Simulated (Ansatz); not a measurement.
Total energies of `Cc1cc(-c2sc(-c3sc(-c4sc(C#C[Si](C)(C)C)cc4C)cc3C)cc2C)sc1C#C[Si](C)(C)C` from Ansatz at PBE0-D4/def2-SVP, gas phase (1 Eh = 27.2114 eV = 2625.5 kJ/mol). The reference geometry is relaxed at r2SCAN-D4/def2-SVP.

```tsv
state	geometry	energy (Eh)
charge 0 singlet	reference	-3331.81654
charge 1 doublet	reference	-3331.58691
charge -1 doublet	reference	-3331.86148
free C atom (triplet)	–	-37.76066
free S atom (triplet)	–	-397.83788
free Si atom (triplet)	–	-289.15194
free H atom (doublet)	–	-0.50029
```

Single mean-field runs in def2-SVP are fitted with def2-universal-jkfit.

Q: Work out the vertical ionisation energy to the doublet.

A: E(charge 1 doublet) − E(charge 0 singlet) = -3331.58691 − (-3331.81654) = 0.22963 Eh = 6.25 eV. For comparison, −ε of the highest occupied level is 5.26 eV at this level, 0.99 eV less.

Q: Work out the vertical electron affinity, to the doublet.

A: E(charge 0 singlet) − E(charge -1 doublet) = -3331.81654 − (-3331.86148) = 0.04494 Eh = 1.22 eV. The basis lacks diffuse functions, which makes affinities too small.

Q: Give the fundamental gap IE − EA, the Mulliken electronegativity (IE + EA)/2 and the hardness (IE − EA)/2.

A: From the values in Eh: IE − EA = 0.22963 − 0.04494 = 0.18469 Eh = 5.03 eV; (IE + EA)/2 = 3.74 eV; (IE − EA)/2 = 2.51 eV. The HOMO–LUMO gap of the same run is 3.13 eV, 1.90 eV smaller than the fundamental gap.

Q: What is the binding energy per atom against free atoms?

A: Atoms: 30 × (-37.76066) + 4 × (-397.83788) + 2 × (-289.15194) + 34 × (-0.50029) = -3319.48506 Eh. Binding: -3319.48506 − (-3331.81654) = 12.33148 Eh = 335.56 eV, or 4.79 eV for each of 70 atoms (no zero-point energy, no counterpoise term).
